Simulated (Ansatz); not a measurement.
Start from `[NH2][Al]([F])[PH2]` and change one atom or group to get `[NH2][Al]([F])[TeH]`.

Ansatz, PBE0-D4/def2-TZVP geometries, multiplicity 1. Each molecule was computed in one conformer, which needn't be the lowest.

Elements past krypton have def2 core potentials.

```json
{"property": "LUMO energy (PBE/def2-TZVPP) / eV", "`[NH2][Al]([F])[PH2]`": "-1.13"}
{"property": "HOMO–LUMO gap (B3LYP/def2-TZVPP) / eV", "`[NH2][Al]([F])[PH2]`": "6.70"}
{"property": "ideal-gas entropy at 298 K and 1 bar (rigid rotor, harmonic PBE0-D4/def2-TZVP) / J/(mol·K)", "`[NH2][Al]([F])[PH2]`": "342"}
{"property": "size of the dipole moment (ωB97M-V/def2-TZVPP) / D", "`[NH2][Al]([F])[PH2]`": "2.23"}
{"property": "zero-point energy (PBE0-D4/def2-TZVP) / kJ/mol", "`[NH2][Al]([F])[PH2]`": "120.1"}
{"property": "size of the dipole moment (B3LYP/def2-TZVPP) / D", "`[NH2][Al]([F])[PH2]`": "2.25"}
```

**Question.** Give the same properties after the change, and the shifts. (Best estimate.)

**Answer.** Computed: 
| property | `[NH2][Al]([F])[TeH]` | shift |
| --- | --- | --- |
| LUMO energy (PBE/def2-TZVPP) / eV | -1.55 | -0.42 |
| HOMO–LUMO gap (B3LYP/def2-TZVPP) / eV | 5.55 | -1.15 |
| ideal-gas entropy at 298 K and 1 bar (rigid rotor, harmonic PBE0-D4/def2-TZVP) / J/(mol·K) | 356 | 14 |
| size of the dipole moment (ωB97M-V/def2-TZVPP) / D | 1.98 | -0.25 |
| zero-point energy (PBE0-D4/def2-TZVP) / kJ/mol | 93.0 | -27.1 |
| size of the dipole moment (B3LYP/def2-TZVPP) / D | 2.01 | -0.24 |

With PBE0 the HOMO rises by 0.78 eV and the LUMO falls by 0.40 eV, so the gap narrows by about 1.18 eV. PBE moves the HOMO by 0.57 eV and ωB97M-V by 0.84 eV. The zero-point energy changes by -27.1 kJ/mol with -3 modes. Dipoles are sizes alone; their direction can turn.

B3LYP here is the variant with VWN-RPA as its local correlation; programs differ in this.

Spin–orbit coupling is left out; it splits and shifts lone-pair levels of the heavy atoms by tenths of an eV.
